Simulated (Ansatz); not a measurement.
Species: C$_{3}$H$_{6}$Si, SMILES `[SiH3]C1C=C1` (charge 0, multiplicity 1).

Question: Give a relaxed geometry from B3LYP-D3(BJ)/def2-TZVP (Ansatz, a program for electronic structure).

Answer: the end point of this relaxation (outside a Z-matrix the atoms follow the SMILES, hydrogens last).
Z-matrix (Å, degrees):
```
C
H 1 1.0935
C 1 1.5226 2 116.37
C 3 1.2822 1 65.10 2 -103.30
H 4 1.0746 3 150.49 1 -179.79
H 3 1.0746 4 150.48 5 0.00
Si 1 1.8710 2 114.73 4 -151.97
H 7 1.4839 1 109.25 2 -180.00
H 7 1.4859 8 108.83 1 -121.59
H 7 1.4859 8 108.83 9 -116.82
```
